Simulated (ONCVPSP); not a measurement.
# sulfur, ONCV: configuration errors across variants

```
Element                 : sulfur
Generator               : ONCVPSP 4.0.1
Type                    : optimised norm-conserving Vanderbilt (ONCV)
Functional              : PBEsol
Relativity              : scalar-relativistic
Frozen core             : [Ne]
Valence charge          : 6
Reference configuration : 3s2 3p2.5 (charge +1.5)
Partial waves           : 3s: rc 1.45 bohr, ncon 4, nbas 8, qcut 4.9 1/bohr, 1 projector; 3p: rc 1.65 bohr, ncon 5, nbas 8, qcut 4.9 1/bohr, 2 projectors, debl 2.6 Ha; d scattering state at 0.29 Ha: rc 1.50 bohr, ncon 4, nbas 7, qcut 6.6 1/bohr, 3 projectors, debl 1.8 Ha
Local potential         : polynomial inside 1.05 bohr (lpopt 5, dvloc0 6 Ha)
Core correction         : Teter function fitted to the true core (icmod 2), fcfact 0.35
```

In the d channel the program set the typed energies aside and used 0.050, 1.850, 3.650 Ha.

All-electron excitation energies from the reference (eV): (1) 3s2 3p4 -21.456; (2) 3s2 3p3 -9.722; (3) 3s2 3p2 12.519; (4) 3s1 3p5 -11.176.

A true bound ghost makes a file unfit for plane-wave use even where its test errors are small: the radial tests pick states by their node count and pass the ghost by.

Errors AE − PS in meV (a dash: test not solved or not reliable):

```tsv
change	(1)	(2)	(3)	(4)	bound ghosts	GHOST(+) flags above zero
base	+10	+2.4	+2.0	+6.1	none	d
p: qcut 5.7	+10	+2.4	+2.0	+6.2	none	d
all radii but the core radius scaled by about 1.30 (s 1.88, p 2.14, d 1.94 bohr); local potential polynomial inside 1.36 bohr (lpopt 5, dvloc0 6 Ha)	+10	+2.4	+2.0	+7.1	d	none
p: nbas 10	+9.5	+2.3	+1.8	+5.7	none	d
local potential polynomial inside 1.30 bohr (lpopt 5, dvloc0 3 Ha)	+9.9	+2.3	+1.9	+6.1	none	none
p: ncon 4, nbas 7	+9.4	+2.2	+1.7	+5.6	none	d
core correction Teter function fitted to the true core (icmod 2), fcfact 0.1	+9.1	+2.2	+1.6	+6.3	none	d
local potential polynomial inside 1.05 bohr (lpopt 5, dvloc0 -3 Ha)	+15	+3.3	+3.5	+7.2	s	d
```

(1) Give the same row for: p: nproj 1.

Results:

(1) +15, +3.0, +2.6, +9.9; bound ghosts: none; GHOST(+) flags above zero: d.
